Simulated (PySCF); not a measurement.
Finite-field polarisability of Cl (chlorine, neutral)

[Ne] 3s2 3p5, 2P determinant. Calculation: PySCF 2.14, in aug-cc-pVTZ-DK (6s5p3d2f, 50 functions); scalar relativity by spin-free X2C-1e. Frozen: [Ne]. Energy changes in a uniform field (μhartree):

```csv
axis,F (au),HF,MP2,CCSD,CCSD(T)
x,0.004,-102.482,-105.056,-104.694,-105.252
x,0.008,-409.995,-420.303,-418.858,-421.094
y,0.0037,-98.894,-102.329,-101.910,-102.691
y,0.0074,-395.709,-409.472,-407.796,-410.927
```

By symmetry the remaining axis equals y.

(1) Derive α along x at CCSD(T) from the two fields.

(2) And the mean polarisability at each level?

## Answers

(1) With ΔE = −αF²/2 − γF⁴/24, α = −(16 ΔE(F) − ΔE(2F))/(6F²) = 13.16 bohr³.

(2) The components xx, yy, zz at CCSD(T) are 13.16, 15.00, 15.00, the third axis being equal by symmetry to one of the two computed. Means: HF 13.90, MP2 14.34, CCSD 14.29, CCSD(T) 14.39 bohr³. Reference: 14.6 ± 0.1 bohr³ (recommended; Schwerdtfeger and Nagle, table of static dipole polarizabilities (2023 update)).
